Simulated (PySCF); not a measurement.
## Identify the compound

An unknown has the formula C7H8O2P2. Its calculated NMR data are:

1H NMR (500 MHz, computed): δ 9.18 (m, 2H), 4.19 (s, 3H), 2.77 (s, 3H).

13C{1H} NMR (computed): δ 193.6 (C), 175.2 (C), 165.2 (CH), 148.7 (C), 53.5 (CH3), 31.2 (CH3).

Level of theory: GFN2-xTB geometry, NMR shieldings at PBE0/pcSseg-1/GIAO, in PySCF 2.14.0 with density-fitted response routines (isolated molecule, one averaged value for each set of equivalent atoms, single conformer, no relativistic terms).

Scale: TMS for 1H (σ = 31.72 ppm), 13C (σ = 186.93 ppm) (reference shieldings calculated alike).

Deduce the structure.

Answers


1. 6 carbon signals for 7 carbons: some carbons are equivalent by symmetry or fast rotation.
2. Carbon types of the structure: 3 × C, 2 × CH, 2 × CH3, which accounts for all hydrogens.
3. δC 193.6, 148.7: substituted aromatic carbon.
4. δC 175.2: ester carbonyl carbon; it is a carbonyl in resonance with an O or N lone pair, the region of acids, esters and amides.
5. δC 165.2: aromatic CH.
6. δC 53.5: methyl carbon bonded to O; the inductive effect lowers its shielding.
7. δH 9.18: hydrogen on an aromatic CH; ring-current deshielding.
8. δH 4.19: hydrogen on a methyl carbon bonded to O; its carbon carries O, hence the downfield position.
9. δH 2.77: hydrogen on a methyl carbon on an aromatic ring; benzylic-type position, deshielded by the ring.

Structure: `C1=C(C)C=PC(C(OC)=O)=P1`.

The data come from this structure; uniqueness wasn't tested.

Splittings by 31P in the carbon and heteronuclear signals aren't shown, as no couplings were computed. Shifts are as computed. Against solution values, carbons near 30 ppm lie about +3 ppm off and those near 130 ppm about +5 ppm. Of 1211 compounds with measured shifts, 218 miss one by over three times the rms of a fit or turn the order of signals round; such compounds aren't used in these exercises. Multiplicities follow the n + 1 count of equivalent neighbours, as no J values were calculated; m marks all less simple cases, F and P coupling included.
